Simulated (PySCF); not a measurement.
# Peak assignment

Molfile (atoms numbered from 1):
```
C5H11NO2Si
     RDKit          3D

 20 19  0  0  0  0  0  0  0  0999 V2000
   -1.1067    0.2404   -3.2784 C   0  0  0  0  0  0  0  0  0  0  0  0
   -1.3354    0.3838   -1.7813 C   0  0  0  0  0  0  0  0  0  0  0  0
   -1.4088   -0.8858   -1.1937 O   0  0  0  0  0  0  0  0  0  0  0  0
   -1.3149   -1.3289    0.3556 Si  0  0  0  0  0  4  0  0  0  0  0  0
    0.0974   -0.5979    1.0374 N   0  0  0  0  0  0  0  0  0  0  0  0
    1.1118   -0.9929    1.6519 C   0  0  0  0  0  0  0  0  0  0  0  0
    2.1707   -0.0279    2.1057 C   0  0  0  0  0  0  0  0  0  0  0  0
    1.8060    1.4202    1.9749 C   0  0  0  0  0  0  0  0  0  0  0  0
    3.2232   -0.4300    2.5398 O   0  0  0  0  0  0  0  0  0  0  0  0
   -1.9143   -0.3352   -3.7227 H   0  0  0  0  0  0  0  0  0  0  0  0
   -1.0684    1.2213   -3.7444 H   0  0  0  0  0  0  0  0  0  0  0  0
   -0.1699   -0.2793   -3.4621 H   0  0  0  0  0  0  0  0  0  0  0  0
   -2.2744    0.9182   -1.5896 H   0  0  0  0  0  0  0  0  0  0  0  0
   -0.5192    0.9566   -1.3271 H   0  0  0  0  0  0  0  0  0  0  0  0
   -1.3786   -2.7709    0.1846 H   0  0  0  0  0  0  0  0  0  0  0  0
   -2.3449   -0.7417    1.2159 H   0  0  0  0  0  0  0  0  0  0  0  0
    1.3283   -2.0404    1.8933 H   0  0  0  0  0  0  0  0  0  0  0  0
    1.4385    1.6103    0.9699 H   0  0  0  0  0  0  0  0  0  0  0  0
    2.6608    2.0516    2.1997 H   0  0  0  0  0  0  0  0  0  0  0  0
    0.9937    1.6393    2.6657 H   0  0  0  0  0  0  0  0  0  0  0  0
  1  2  1  0
  2  3  1  0
  3  4  1  0
  4  5  1  0
  5  6  2  0
  6  7  1  0
  7  8  1  0
  7  9  2  0
  1 10  1  0
  1 11  1  0
  1 12  1  0
  2 13  1  0
  2 14  1  0
  4 15  1  0
  4 16  1  0
  6 17  1  0
  8 18  1  0
  8 19  1  0
  8 20  1  0
M  END
```

[PySCF: NMR shieldings at PBE0/pcSseg-1/GIAO; GFN2-xTB structure; one averaged value for each set of equivalent atoms; gas phase; one computed conformer; no relativistic terms]

Referencing at the same level of theory: TMS for ¹³C, ¹H.

Q: Assign these signals to the numbered atoms. ¹³C{¹H} NMR (computed): δ 205.2 (C), 171.6 (CH), 62.2 (CH2), 26.7 (CH3), 20.6 (CH3).

A: 
205.2 → C7, ketone carbonyl carbon: the double bond to the heteroatom, with no lone-pair donor beside it, deshields it most
171.6 → C6, C=N carbon
62.2 → C2, sp3 CH2 bonded to O: deshielded by the electronegative neighbour
26.7 → C8, methyl carbon α to a carbonyl: the adjacent C=O deshields it moderately
20.6 → C1, methyl carbon: aliphatic region, no heteroatom directly attached

Q: Assign these signals to the numbered atoms. ¹H NMR (400 MHz, computed): δ 8.15 (s, 1H), 5.36 (s, 2H), 4.28 (q, 2H), 2.42 (s, 3H), 1.35 (t, 3H).

A: 
8.15 → H17, hydrogen on a C=N carbon
5.36 → H15/H16, hydrogen on a silicon bonded to N, O
4.28 → H13/H14, hydrogen on an sp3 CH2 bonded to O: its carbon carries O, hence the downfield position
2.42 → H18/H19/H20, hydrogen on a methyl carbon α to a carbonyl: α to C=O
1.35 → H10/H11/H12, hydrogen on a methyl carbon

Shifts are as computed. Against solution values, carbons near 30 ppm lie about +3 ppm off and those near 130 ppm about +5 ppm. Of 1211 compounds with measured shifts, 218 miss one by over three times the rms of a fit or turn the order of signals round; such compounds aren't used in these exercises. Multiplicities follow the n + 1 count of equivalent neighbours, as no J values were calculated; m marks all less simple cases, F and P coupling included.
